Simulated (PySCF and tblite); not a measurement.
C5H7BrO, numbered as in [O:1]=[C:2]1[CH2:3][CH2:4][C@H:5]([Br:6])[CH2:7]1. Geometries GFN2-xTB; weights from PBE0-D3(BJ)/pcSseg-1 energies and GFN2-xTB thermal corrections, with symmetry numbers and mirror pairs. Conformers within 3 kcal/mol (GFN2-xTB free energy) were kept, 10 at most. GIAO shieldings: PBE0/pcSseg-1. Couplings: B3LYP/6-31G* with pcJ-1 on H (gas phase; spin-dipole term only for pairs with B, N, F, Si or P). H–H couplings come out 0.1 to 0.9 Hz lower than with pcJ-1 on all atoms. Shifts are against TMS (¹H), TMS (¹³C) at the same level. Codes: tblite and PySCF.

The 5-ring runs over atoms 2–3–4–5–7.

Two conformers hold nearly all the population. I: 5-ring twist (ring torsions -31, 39, -32, 13, 11°); δ(H5) = 4.24 ppm. II: 5-ring twist (ring torsions 31, -37, 29, -10, -13°); δ(H5) = 4.88 ppm. The average over the ensemble at 298.15 K is 4.76 ppm.

**Question.** What populations and free-energy difference follow from a two-state model?

**Answer.** p(I) = (4.76 − 4.88)/(4.24 − 4.88) = 0.19, so K = p(II)/p(I) = 4.33 and G(II) − G(I) = −RT ln K = -0.87 kcal/mol. The weights computed directly are 18.3 % and 81.7 %.

Spin–orbit effects of the heavy atoms on shieldings are missing.
